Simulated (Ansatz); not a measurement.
Computed with Ansatz on PBE0-D4/def2-TZVP structures; ΔE is electronic, products minus reactants. CCSD(T)/CBS adds triple-zeta CCSD(T) − MP2 to the extrapolated MP2 energy (def2 sets, frozen cores). This one scheme is used for every species. Functionals use def2-TZVPP. For V outer-core shells are correlated without core-valence functions, which leaves a few kJ/mol of doubt a bond. Scalar relativity is left out up to krypton. Each species was taken in one conformer, which may not be the lowest.

`[O]=[V]([OH])([F])[Cl]` + CH₄ → `[CH3][V](=[O])([OH])[F]` + HCl  (formal exchange of groups at a V–Cl bond)

`[O]=[V]([OH])([F])[Cl]`:

Cartesian coordinates in Å:
```
O 1.576 0.333 -0.193
V 0.202 -0.281 0.160
O -1.027 0.611 -0.687
F 0.178 -1.934 -0.321
Cl -0.098 -0.105 2.277
H -0.832 1.376 -1.237
```

CH₄:

Cartesian coordinates in Å:
```
C 0.000 0.000 0.000
H 0.120 0.003 1.083
H 0.167 -1.007 -0.381
H 0.722 0.683 -0.448
H -1.010 0.321 -0.254
```

`[CH3][V](=[O])([OH])[F]`:

```xyz
9

C    -0.047    0.615    1.062
V    -0.343   -0.167   -0.755
O    -1.854   -0.519   -0.768
O     0.597   -1.652   -0.798
F     0.102    1.057   -1.899
H    -0.361   -0.096    1.826
H    -0.655    1.521    1.122
H     1.014    0.858    1.166
H     1.547   -1.617   -0.956
```

HCl:

Z-matrix (Å, degrees):
```
Cl
H 1 1.279
```

```
                  species  LDA (SPW92) energy (Eh)
 `[O]=[V]([OH])([F])[Cl]`              -1650.16513
                      CH₄                -40.11572
`[CH3][V](=[O])([OH])[F]`              -1230.90533
                      HCl               -459.31375
```

Question: Work out ΔE.

Answer: ΔE = (-1230.90533) + (-459.31375) − (-1650.16513) − (-40.11572) = 0.06177 Eh = +162.2 kJ/mol. CCSD(T)/CBS gives +145.5 kJ/mol.

Largest T1 diagnostic among the species: 0.032, so the coupled-cluster value is less sure than usual.

At CCSD(T), def2-SVP lies +14.3 kJ/mol from the extrapolated value and def2-TZVPP +3.6 kJ/mol. In def2-TZVPP, CCSD(T) changes the Hartree–Fock value by +12.6 kJ/mol (the triples alone add +13.0 kJ/mol) and MP2 by +49.4 kJ/mol.
